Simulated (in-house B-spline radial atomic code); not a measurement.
Ionisation energies along the 26-electron series, configuration [Ar] 3d8, as differences of self-consistent energies. Dirac energy differences include first-order Breit, QED and recoil terms. NIST's values go from ground level to ground level; the uncertainty of those that are theory runs from under 0.1 % in few-electron ions to several per cent in heavy many-electron ones. Computed with an all-electron radial atomic-structure program (B-spline basis): Dirac-Hartree-Fock, average of the configuration, finite nuclei.

```json
{"ion": "Br9+", "configuration after": "[Ar] 3d7", "ionisation energy (eV)": "264.4", "IE/(q+1)² (eV)": "2.644", "Breit and QED recoil part (eV)": "-0.021222", "tabulated value (eV)": "261", "tabulated kind": "tabulated theory", "computed minus tabulated (eV)": "3.4"}
{"ion": "Kr10+", "configuration after": "[Ar] 3d7", "ionisation energy (eV)": "310.2", "IE/(q+1)² (eV)": "2.5639", "Breit and QED recoil part (eV)": "-0.033388", "tabulated value (eV)": "308", "tabulated kind": "tabulated theory", "computed minus tabulated (eV)": "2.2"}
{"ion": "Rb11+", "configuration after": "[Ar] 3d7", "ionisation energy (eV)": "359.2", "IE/(q+1)² (eV)": "2.4943", "Breit and QED recoil part (eV)": "-0.047798", "tabulated value (eV)": "356", "tabulated kind": "tabulated theory", "computed minus tabulated (eV)": "3.2"}
{"ion": "Sr12+", "configuration after": "[Ar] 3d7", "ionisation energy (eV)": "411.3", "IE/(q+1)² (eV)": "2.4335", "Breit and QED recoil part (eV)": "-0.064568", "tabulated value (eV)": "408", "tabulated kind": "tabulated theory", "computed minus tabulated (eV)": "3.3"}
{"ion": "Zr14+", "configuration after": "[Ar] 3d7", "ionisation energy (eV)": "?", "IE/(q+1)² (eV)": "?", "Breit and QED recoil part (eV)": "?", "tabulated value (eV)": "?", "tabulated kind": "tabulated theory", "computed minus tabulated (eV)": "?"}
{"ion": "Nb15+", "configuration after": "[Ar] 3d7", "ionisation energy (eV)": "586.1", "IE/(q+1)² (eV)": "2.2895", "Breit and QED recoil part (eV)": "-0.13031", "tabulated value (eV)": "581", "tabulated kind": "tabulated theory", "computed minus tabulated (eV)": "5.1"}
{"ion": "Mo16+", "configuration after": "[Ar] 3d7", "ionisation energy (eV)": "650.6", "IE/(q+1)² (eV)": "2.2511", "Breit and QED recoil part (eV)": "-0.15778", "tabulated value (eV)": "646", "tabulated kind": "tabulated theory", "computed minus tabulated (eV)": "4.6"}
{"ion": "Tc17+", "configuration after": "[Ar] 3d7", "ionisation energy (eV)": "718.1", "IE/(q+1)² (eV)": "2.2164", "Breit and QED recoil part (eV)": "-0.18828", "tabulated value (eV)": "713", "tabulated kind": "tabulated theory", "computed minus tabulated (eV)": "5.1"}
{"ion": "Ru18+", "configuration after": "[Ar] 3d7", "ionisation energy (eV)": "?", "IE/(q+1)² (eV)": "?", "Breit and QED recoil part (eV)": "?", "tabulated value (eV)": "?", "tabulated kind": "tabulated theory", "computed minus tabulated (eV)": "?"}
{"ion": "Rh19+", "configuration after": "[Ar] 3d7", "ionisation energy (eV)": "?", "IE/(q+1)² (eV)": "?", "Breit and QED recoil part (eV)": "?", "tabulated value (eV)": "?", "tabulated kind": "tabulated theory", "computed minus tabulated (eV)": "?"}
{"ion": "Pd20+", "configuration after": "[Ar] 3d7", "ionisation energy (eV)": "939.2", "IE/(q+1)² (eV)": "2.1297", "Breit and QED recoil part (eV)": "-0.29901", "tabulated value (eV)": "933", "tabulated kind": "tabulated theory", "computed minus tabulated (eV)": "6.2"}
{"ion": "Ag21+", "configuration after": "[Ar] 3d7", "ionisation energy (eV)": "1019.0", "IE/(q+1)² (eV)": "2.1054", "Breit and QED recoil part (eV)": "-0.34282", "tabulated value (eV)": "1013", "tabulated kind": "tabulated theory", "computed minus tabulated (eV)": "6.0"}
```

Task: Fill in the row of Zr14+.

Result: ionisation energy (eV): 524.7; IE/(q+1)² (eV): 2.3322; Breit and QED recoil part (eV): -0.1057; tabulated value (eV): 520; computed minus tabulated (eV): 4.7.

Task: Fill in the row of Ru18+.

Result: ionisation energy (eV): 788.7; IE/(q+1)² (eV): 2.1849; Breit and QED recoil part (eV): -0.22187; tabulated value (eV): 784; computed minus tabulated (eV): 4.7.

Task: Fill in the row of Rh19+.

Result: ionisation energy (eV): 862.4; IE/(q+1)² (eV): 2.1561; Breit and QED recoil part (eV): -0.25875; tabulated value (eV): 857; computed minus tabulated (eV): 5.4.

Where a p, d or f electron is removed, the computed value is a mean over both j, so it misses the tabulated one by a part of the spin-orbit splitting; averaging over terms and missing correlation add to the gap, relatively most at low charge.
